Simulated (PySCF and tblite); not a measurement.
The numbers below are computed, except where a source is named.
System: C4H6B2O2, numbered as in [BH2:1][O:2][BH:3][c:4]1[cH:5][cH:6][cH:7][o:8]1.

For the rotation about the B3–C4 bond (torsion O2–B3–C4–C5 from 0° to 179°, rising): electronic barrier 9.92 kcal/mol, zero-point change -0.13 kcal/mol, thermal and entropy terms at 350 K a further 0.61 kcal/mol (symmetry numbers apart). The minimum is Cs, the saddle C1. The path came from a restrained scan, a climbing-image band and a saddle search at GFN2-xTB; energies are PBE0/pcSseg-1 + D3(BJ)//GFN2-xTB, thermal terms GFN2-xTB. Rates follow Eyring's equation with the number of equivalent paths and no tunnelling. Programs: tblite and PySCF.

**Question.** How many equivalent paths lead out of the minimum?

**Answer.** 2: the symmetry number of the minimum is 1, that of the saddle displaced along its mode 1, and the displaced saddle is chiral while the minimum is not, which doubles the count.

**Question.** Work out the rate at 350 K.

**Answer.** ΔG‡ = 10.40 kcal/mol; k_B T/h = 7.3×10¹² s⁻¹; exp(−ΔG‡/RT) = 3.2×10⁻⁷; times 2 gives k = 4.7×10⁶ s⁻¹. Wigner's tunnelling factor for the 82i cm⁻¹ mode would be 1.00.
